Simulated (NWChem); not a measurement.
All runs are NWChem calculations. System: H2Be, charge 0, spin multiplicity 1, at a geometry optimised with PBE0/def2-SVP. The structure started from a generated list of species. Level: PBE0/aug-cc-pVDZ.

Output (cleaned and shortened):

```
             Northwest Computational Chemistry Package (NWChem) 7.3.0
             --------------------------------------------------------

                                NWChem Input Module
                                -------------------

 Scaling coordinates for geometry "geometry" by  1.889725989
 (inverse scale =  0.529177249)

 Turning off AUTOSYM since
 SYMMETRY directive was detected!

                             Geometry "geometry" -> ""
                             -------------------------

 Output coordinates in angstroms (scale by  1.889725989 to convert to a.u.)

  No.       Tag          Charge          X              Y              Z
 ---- ---------------- ---------- -------------- -------------- --------------
    1 Be                   4.0000     0.00000000     0.00000000     0.00000000
    2 H                    1.0000     0.00000000     0.00000000     1.33899100
    3 H                    1.0000     0.00000000     0.00000000    -1.33899100

 Effective nuclear repulsion energy (a.u.)       3.3592508213

            Nuclear Dipole moment (a.u.)
            ----------------------------
        X                 Y               Z
 ---------------- ---------------- ----------------
     0.0000000000     0.0000000000     0.0000000000

      Symmetry information
      --------------------

 Group name             D2h
 Group number             26
 Group order               8
 No. of unique centers     2

      Symmetry unique atoms

     1    2


 Summary of "ao basis" -> "" (spherical)
 ------------------------------------------------------------------------------
       Tag                 Description            Shells   Functions and Types
 ---------------- ------------------------------  ------  ---------------------
 *                        aug-cc-pvdz                 on all atoms

                                 NWChem DFT Module
                                 -----------------

 Summary of "ao basis" -> "ao basis" (spherical)
 ------------------------------------------------------------------------------
       Tag                 Description            Shells   Functions and Types
 ---------------- ------------------------------  ------  ---------------------
 Be                       aug-cc-pvdz                9       23   4s3p2d
 H                        aug-cc-pvdz                5        9   3s2p

 Summary of "ao basis" -> "ao basis" (spherical)
 ------------------------------------------------------------------------------
       Tag                 Description            Shells   Functions and Types
 ---------------- ------------------------------  ------  ---------------------
 Be                       aug-cc-pvdz                9       23   4s3p2d
 H                        aug-cc-pvdz                5        9   3s2p

      Symmetry analysis of basis
      --------------------------

        ag         13
        au          0
        b1g         2
        b1u         8
        b2g         4
        b2u         5
        b3g         4
        b3u         5

            General Information
            -------------------
          SCF calculation type: DFT
          Wavefunction type:  closed shell.
          No. of atoms     :     3
          No. of electrons :     6
           Alpha electrons :     3
            Beta electrons :     3
          Charge           :     0
          Spin multiplicity:     1
          Use of symmetry is: on ; symmetry adaption is: on
          Maximum number of iterations: 100
          AO basis - number of functions:    41
                     number of shells:    19
          Convergence on energy requested:  1.00D-06
          Convergence on density requested:  1.00D-05
          Convergence on gradient requested:  5.00D-04

              XC Information
              --------------
                         PBE0 Method XC Functional
                     Hartree-Fock (Exact) Exchange  0.250
          PerdewBurkeErnzerhof Exchange Functional  0.750
            Perdew 1991 LDA Correlation Functional  1.000 local
           PerdewBurkeErnz. Correlation Functional  1.000 non-local

             Grid Information
             ----------------
          Grid used for XC integration:  medium
[...]
  Numbering of irreducible representations:

     1 ag          2 au          3 b1g         4 b1u         5 b2g
     6 b2u         7 b3g         8 b3u

  Orbital symmetries:

     1 ag          2 ag          3 b1u         4 b3u         5 b2u
     6 b1u         7 ag          8 b2u         9 b3u        10 ag
    11 b1u        12 ag         13 b3g

------------------------------------------------------------
EAF file 0: "./mol.aoints.0" size=524288 bytes
------------------------------------------------------------
               write      read    awrite     aread      wait
               -----      ----    ------     -----      ----
     calls:        1         0         0         0         0
   data(b): 5.24e+05  0.00e+00  0.00e+00  0.00e+00
   time(s): 0.00e+00  0.00e+00  0.00e+00  0.00e+00  0.00e+00
rate(mb/s): 0.00e+00  0.00e+00
------------------------------------------------------------

 !! scf_movecs_sym_adapt:   18 vectors were symmetry contaminated

  Symmetry fudging

 !! scf_movecs_sym_adapt:   16 vectors were symmetry contaminated

   convergence    iter        energy       DeltaE   RMS-Dens  Diis-err    time
 ---------------- ----- ----------------- --------- --------- ---------  ------
 d= 0,ls=0.0,diis     1    -15.8602717252 -1.92D+01  1.14D-02  3.85D-02     0.3

 !! scf_movecs_sym_adapt:   12 vectors were symmetry contaminated

  Symmetry fudging

 !! scf_movecs_sym_adapt:    4 vectors were symmetry contaminated

 d= 0,ls=0.0,diis     2    -15.8701967133 -9.92D-03  1.07D-03  8.35D-04     0.3

 !! scf_movecs_sym_adapt:   18 vectors were symmetry contaminated

  Symmetry fudging

 !! scf_movecs_sym_adapt:   10 vectors were symmetry contaminated

 d= 0,ls=0.0,diis     3    -15.8704320963 -2.35D-04  3.27D-04  4.67D-05     0.3

 !! scf_movecs_sym_adapt:   18 vectors were symmetry contaminated

  Symmetry fudging

 !! scf_movecs_sym_adapt:   18 vectors were symmetry contaminated

 d= 0,ls=0.0,diis     4    -15.8704438632 -1.18D-05  2.07D-05  2.63D-07     0.4

 !! scf_movecs_sym_adapt:   18 vectors were symmetry contaminated

  Symmetry fudging

 !! scf_movecs_sym_adapt:   18 vectors were symmetry contaminated

 d= 0,ls=0.0,diis     5    -15.8704439604 -9.73D-08  5.15D-06  1.44D-08     0.4

         Total DFT energy =      -15.870443960437
      One electron energy =      -27.048708897408
           Coulomb energy =       11.359439657526
    Exchange-Corr. energy =       -3.540425541881
 Nuclear repulsion energy =        3.359250821325

 Numeric. integr. density =        5.999998969965

     Total iterative time =      0.2s

                  Occupations of the irreducible representations
                  ----------------------------------------------

                     irrep           alpha         beta
                     --------     --------     --------
                     ag                2.0          2.0
                     au                0.0          0.0
                     b1g               0.0          0.0
                     b1u               1.0          1.0
                     b2g               0.0          0.0
                     b2u               0.0          0.0
                     b3g               0.0          0.0
                     b3u               0.0          0.0

                       DFT Final Molecular Orbital Analysis
                       ------------------------------------

 Vector    1  Occ=2.000000D+00  E=-4.060380D+00  Symmetry=ag
              MO Center=  2.5D-50,  2.5D-50, -5.4D-20, r^2= 6.7D-02
   Bfn.  Coefficient  Atom+Function         Bfn.  Coefficient  Atom+Function
  ----- ------------  ---------------      ----- ------------  ---------------
     1      1.020747  1 Be s                  2      0.047749  1 Be s
    25     -0.039196  2 H  s                 34     -0.039196  3 H  s
     3      0.036938  1 Be s

 Vector    2  Occ=2.000000D+00  E=-3.600986D-01  Symmetry=ag
              MO Center=  3.4D-16,  3.3D-16,  1.1D-14, r^2= 2.1D+00
   Bfn.  Coefficient  Atom+Function         Bfn.  Coefficient  Atom+Function
  ----- ------------  ---------------      ----- ------------  ---------------
     2      0.347622  1 Be s                 24      0.273199  2 H  s
    33      0.273199  3 H  s                  3      0.257682  1 Be s
    25      0.109159  2 H  s                 34      0.109159  3 H  s
     1     -0.041790  1 Be s                 21      0.033756  1 Be d  0
    16      0.025040  1 Be d  0

 Vector    3  Occ=2.000000D+00  E=-3.228220D-01  Symmetry=b1u
              MO Center= -1.9D-18, -1.3D-18, -1.1D-14, r^2= 2.2D+00
   Bfn.  Coefficient  Atom+Function         Bfn.  Coefficient  Atom+Function
  ----- ------------  ---------------      ----- ------------  ---------------
     7      0.465259  1 Be pz                24      0.321268  2 H  s
    33     -0.321268  3 H  s                 10      0.217621  1 Be pz
    32      0.062483  2 H  pz                41      0.062483  3 H  pz
    26     -0.056464  2 H  s                 35      0.056464  3 H  s

 Vector    4  Occ=0.000000D+00  E=-3.029646D-02  Symmetry=b2u
              MO Center=  4.3D-32, -3.3D-16, -3.7D-18, r^2= 6.2D+00
   Bfn.  Coefficient  Atom+Function         Bfn.  Coefficient  Atom+Function
  ----- ------------  ---------------      ----- ------------  ---------------
     9      0.542697  1 Be py                 6      0.443842  1 Be py
    12      0.237756  1 Be py

 Vector    5  Occ=0.000000D+00  E=-3.029646D-02  Symmetry=b3u
              MO Center= -3.4D-16,  3.5D-32, -1.2D-18, r^2= 6.2D+00
   Bfn.  Coefficient  Atom+Function         Bfn.  Coefficient  Atom+Function
  ----- ------------  ---------------      ----- ------------  ---------------
     8      0.542697  1 Be px                 5      0.443842  1 Be px
    11      0.237756  1 Be px

 Vector    6  Occ=0.000000D+00  E= 1.317120D-02  Symmetry=ag
              MO Center=  1.8D-16, -8.5D-17,  2.7D-15, r^2= 2.0D+01
   Bfn.  Coefficient  Atom+Function         Bfn.  Coefficient  Atom+Function
  ----- ------------  ---------------      ----- ------------  ---------------
     4      3.016685  1 Be s                 26     -1.275314  2 H  s
    35     -1.275314  3 H  s                  3      0.549447  1 Be s
    25     -0.328889  2 H  s                 34     -0.328889  3 H  s
    21      0.148576  1 Be d  0              24     -0.081683  2 H  s
    33     -0.081683  3 H  s                  2     -0.062049  1 Be s

 center of mass
 --------------
 x =   0.00000000 y =   0.00000000 z =   0.00000000

 moments of inertia (a.u.)
 ------------------
          12.905300164857           0.000000000000           0.000000000000
           0.000000000000          12.905300164857           0.000000000000
           0.000000000000           0.000000000000           0.000000000000

     Multipole analysis of the density
     ---------------------------------

     L   x y z        total         alpha         beta         nuclear
     -   - - -        -----         -----         ----         -------
     0   0 0 0     -0.000000     -3.000000     -3.000000      6.000000

     1   1 0 0     -0.000000     -0.000000     -0.000000      0.000000
     1   0 1 0     -0.000000     -0.000000     -0.000000      0.000000
     1   0 0 1     -0.000000     -0.000000     -0.000000      0.000000

     2   2 0 0     -4.991302     -2.495651     -2.495651      0.000000
     2   1 1 0     -0.000000     -0.000000     -0.000000      0.000000
     2   1 0 1      0.000000      0.000000      0.000000      0.000000
     2   0 2 0     -4.991302     -2.495651     -2.495651      0.000000
     2   0 1 1      0.000000      0.000000      0.000000      0.000000
     2   0 0 2     -8.850392    -10.827746    -10.827746     12.805100

 Task  times  cpu:        0.4s     wall:        0.4s

 Total times  cpu:        0.4s     wall:        0.4s
```

Problem. Write an NWChem input that would produce this output.

Solution. This is not unique; one that fits is 
```
start mol
memory heap 200 mb stack 900 mb global 1100 mb
geometry units angstroms nocenter noautoz
  Be     0.000000     0.000000     0.000000
  H      0.000000     0.000000     1.338991
  H      0.000000     0.000000    -1.338991
  symmetry group D2h
end
basis spherical
  * library aug-cc-pvdz
end
dft
  xc pbe0
  semidirect memsize 60000000 filesize 0
  iterations 100
end
task dft energy
```
